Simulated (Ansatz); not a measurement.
Molecule: HS2 (charge -1, singlet). It need not be the lowest isomer of its formula. Whether it binds its extra electron was not tested at this geometry. 
Geometry from a B3LYP-D3(BJ)/def2-TZVP (Ansatz, a quantum-chemistry and plane-wave program) optimisation:
```xyz
3

S     -0.9925     0.0247     0.4650
S      0.8936     0.0305    -0.4803
H      1.5810    -0.8842     0.2447
```
Charge -1, spin multiplicity 1.

Basis-set convergence of Hartree-Fock and MP2 correlation energies (hartree) with Ansatz. Correlated levels leave the core frozen unless marked. No spin-orbit coupling. No relativistic terms.

```json
[
 {"basis": "aug-cc-pV(D+d)Z", "functions": "73", "E(HF)": "-795.68342", "E(corr, MP2)": "-0.29596"},
 {"basis": "aug-cc-pV(T+d)Z", "functions": "133", "E(HF)": "-795.70854", "E(corr, MP2)": "-0.37100"},
 {"basis": "aug-cc-pV(Q+d)Z", "functions": "224", "E(HF)": "-795.71450", "E(corr, MP2)": "-0.39943"}
]
```

Extrapolating the two largest sets (X = 3 and 4) as X^-3: E(corr) = (64·(-0.39943) - 27·(-0.37100))/37 = -0.4202 Eh, an estimate of the basis-set limit. The largest set recovers 95.1 % of it, the smallest 70.4 %.
